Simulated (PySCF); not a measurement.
A calculated (CAM-B3LYP, PySCF 2.14, cc-pVDZ-X2C, scalar relativity by spin-free X2C-1e) atom or ion has these occupied shells.

```tsv
shell	electrons	orbital energy (eV)	rms radius, mean of both spins (bohr)
1s β	1	-40277.7	0.0280
1s α	1	-40277.7	0.0280
2s α	1	-6476.6	0.114
2s β	1	-6476.5	0.114
2p α	3	-5807.3	0.102
2p β	3	-5807.2	0.102
3s α	1	-1409.3	0.297
3s β	1	-1409.0	0.297
3p α	3	-1194.7	0.297
3p β	3	-1194.4	0.297
3d α	5	-886.45	0.275
3d β	5	-886.15	0.275
4s α	1	-294.35	0.677
4s β	1	-293.46	0.677
4p α	3	-223.55	0.719
4p β	3	-222.62	0.719
4d α	5	-120.23	0.802
4d β	5	-119.18	0.802
5s α	1	-49.191	1.62
5s β	1	-48.125	1.62
5p α	3	-30.904	1.89
5p β	3	-29.569	1.89
4f α	1	-13.525	1.26
5d α	2	-9.930	3.06
```

Problem. Name the element and its charge.

Solution. Ce⁺ (cerium, charge +1), in [Xe] 4f1 5d2, one real determinant.
